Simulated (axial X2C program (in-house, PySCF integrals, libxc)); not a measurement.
CsF: properties at the nuclei

Computed with an axial X2C code built on PySCF integrals: two-component X2C with atomic mean-field Coulomb and Gaunt terms, Gaussian nuclei, basis Cs dyall-cv3z, F dyall-av3z with contracted cores.

R = 2.338 Å (near the PBE0 minimum at charge 0 of the determinant lowest at the starting distance; the state shown can have its own minimum elsewhere).

Input and command:
```json
{"zs": [55, 9], "q": 0, "bas": ["dyall-cv3z", "dyall-av3z"], "r0": 2.96, "levels": ["PBE0", "HF", "BHandHLYP", "PBE50", "PBE"], "nst": 3}
```
```bash
python soeom.py task.json out
```

Keys: zs atomic numbers; q charge; bas basis sets; r0 starting distance in Å; levels methods; nst determinants followed.

Determinant lowest in the PBE0 search, Ω = 0 (closed shell), highest spinor 84% F p, 7% Cs p, 6% Cs d:

```csv
level,qzz Cs (a.u.),qzz F (a.u.),μ (D)
PBE0,-1.50,-0.11,-7.56
HF,-1.61,-0.20,-8.08
BHandHLYP,-1.62,-0.17,-7.83
PBE50,-1.51,-0.12,-7.79
PBE,-1.49,-0.09,-7.24
```

qzz is the electric field gradient, eQq0 = 234.96 MHz × Q/barn × qzz; μ is positive if the F end (last atom) is positive. The operators were transformed with the bare-nucleus X2C matrices; with these basis sets, hyperfine constants and field gradients can be off by tens of per cent, and where levels differ in sign neither size nor sign is settled.

(1) With Q(133Cs) = -0.00343 barn (Q from Pyykkö, Mol. Phys. 2018), turn the PBE0 values of the first state into constants in MHz.

Each state is one determinant with collinear spin. The search compared states at one distance, so a state with another bond length can lie lower. Where a field gradient or hyperfine factor spreads by more than a factor of two over the levels, a constant derived from it is not to be relied on.

## Answers

(1) eQq0(133Cs) = 234.96 × (-0.00343) × (-1.50) = 1.21 MHz.
